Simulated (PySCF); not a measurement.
r2SCAN on Li (lithium, neutral)

Configuration: [He] 2p1, 2P determinant (an excited configuration). Calculation: PySCF 2.14, in aug-cc-pVQZ-DK (6s5p4d3f2g, 80 functions); scalar relativity by spin-free X2C-1e.

```
Total energy                                                  : -7.4209 hartree
One-electron energy                                           : -9.5597 hartree
Hartree (Coulomb) energy                                      : 3.9524 hartree
Exchange-correlation energy                                   : -1.8136 hartree
⟨S²⟩                                                          : 0.7500
⟨L²⟩                                                          : 2.018
Sum of ⟨r⟩                                                    : 5.728 bohr
Sum of ⟨r²⟩                                                   : 26.23 bohr²
Traceless quadrupole moment −½Σ⟨3z² − r²⟩ along its main axis : -11.0 e·bohr²
Langevin diamagnetic susceptibility                           : -20.8 ×10⁻⁶ cm³/mol
```

```
shell  electrons  mean orbital energy (eV)  rms radius, mean of both spins (bohr)
 1s α          1                   -54.502                                  0.674
 1s β          1                   -54.461                                  0.674
 2p α          1                    -1.929                                   5.03
```
